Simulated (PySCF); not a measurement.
`C[C@@H]1C=CC=C1S(=O)(=O)O`: 4 charge schemes on one density

Species: C₆H₈O₃S.
Cartesian coordinates in Å at the PBE0-D3(BJ)/def2-SVP level; atoms count from 1:
```xyz
18
C6H8O3S angstrom
C     -1.7193   -1.3369   -0.3894
C     -1.2910   -0.1415    0.4612
C     -2.0402    1.1314    0.2105
C     -1.1810    2.1463   -0.0341
C      0.1831    1.6351    0.0221
C      0.1279    0.3112    0.2909
S      1.5094   -0.7245    0.4944
O      2.7172    0.0827    0.4969
O      1.2050   -1.6910    1.5258
O      1.5225   -1.5871   -0.8885
H     -1.1049   -2.2152   -0.1485
H     -2.7726   -1.5865   -0.1961
H     -1.6026   -1.1145   -1.4598
H     -1.4159   -0.4127    1.5296
H     -3.1293    1.1969    0.2383
H     -1.4439    3.1861   -0.2322
H      1.0982    2.2151   -0.1049
H      2.0675   -1.1020   -1.5266
```

Density: PBE0/pcSseg-1 (PySCF); schemes: Mulliken, IAO, Hirshfeld and ESP-fitted. Geometry: PBE0-D3(BJ)/def2-SVP, one conformer, isolated molecule.

For which atoms does the sign change between the 4 schemes (beyond +0.03 e in one, beyond −0.03 e in another)?

C2.

At which atom do the 4 schemes differ most?

At S7: from +0.547 (Hirshfeld) to +2.150 e (IAO), 1.603 e apart.

Which atoms carry the lowest charge in the Mulliken, IAO, Hirshfeld and ESP-fitted schemes?

The schemes don't all agree: Mulliken O8 (-0.529); IAO O8 (-0.868); Hirshfeld O8 (-0.310); ESP-fitted C1 (-0.622).

What partial charge does each atom carry?

In e:

| atom | environment | Mulliken | IAO | Hirshfeld | ESP-fitted |
| --- | --- | --- | --- | --- | --- |
| C1 | methyl carbon | -0.210 | -0.404 | -0.111 | -0.622 |
| C2 | allylic carbon | -0.218 | -0.115 | -0.024 | +0.520 |
| C3 | alkene CH carbon | -0.073 | -0.127 | -0.025 | -0.391 |
| C4 | alkene CH carbon | -0.065 | -0.168 | -0.051 | -0.115 |
| C5 | alkene CH carbon | +0.030 | -0.117 | -0.029 | -0.061 |
| C6 | fully substituted alkene carbon | -0.495 | -0.287 | -0.043 | -0.352 |
| S7 | sulfonyl sulfur | +1.363 | +2.150 | +0.547 | +1.056 |
| O8 | sulfonyl oxygen | -0.529 | -0.868 | -0.310 | -0.511 |
| O9 | sulfonyl oxygen | -0.511 | -0.852 | -0.298 | -0.468 |
| O10 | hydroxyl oxygen | -0.458 | -0.723 | -0.206 | -0.555 |
| H11 | methyl hydrogen | +0.150 | +0.159 | +0.041 | +0.183 |
| H12 | methyl hydrogen | +0.126 | +0.144 | +0.048 | +0.155 |
| H13 | methyl hydrogen | +0.120 | +0.146 | +0.038 | +0.176 |
| H14 | methine hydrogen | +0.193 | +0.185 | +0.060 | +0.036 |
| H15 | vinylic hydrogen | +0.106 | +0.159 | +0.060 | +0.199 |
| H16 | vinylic hydrogen | +0.102 | +0.161 | +0.059 | +0.156 |
| H17 | vinylic hydrogen | +0.106 | +0.176 | +0.062 | +0.165 |
| H18 | hydroxyl hydrogen | +0.261 | +0.380 | +0.183 | +0.429 |

Mean size of the charges over all atoms: IAO 0.407 e, ESP-fitted 0.342 e, Mulliken 0.284 e, Hirshfeld 0.122 e. Each set sums to the total charge, 0, to within 0.001 e. The Hirshfeld scheme weights the molecular density at each point by an atom's share of the summed free-atom densities.

How many electrons does the Mulliken scheme count on C4?

Z − q = 6 − (-0.065) = 6.065.

How closely do the schemes follow one another over all atoms?

Correlation coefficient and root-mean-square difference: IAO with Hirshfeld 0.98, 0.457 e; Mulliken with IAO 0.98, 0.244 e; Mulliken with Hirshfeld 0.95, 0.251 e; Hirshfeld with ESP-fitted 0.87, 0.278 e; IAO with ESP-fitted 0.87, 0.338 e; Mulliken with ESP-fitted 0.84, 0.239 e.

The run behind these numbers computed NMR shieldings as well. Hardware: an Arm Neoverse V2 with one thread, no GPU, on a shared host. Cost: 38 s wall.
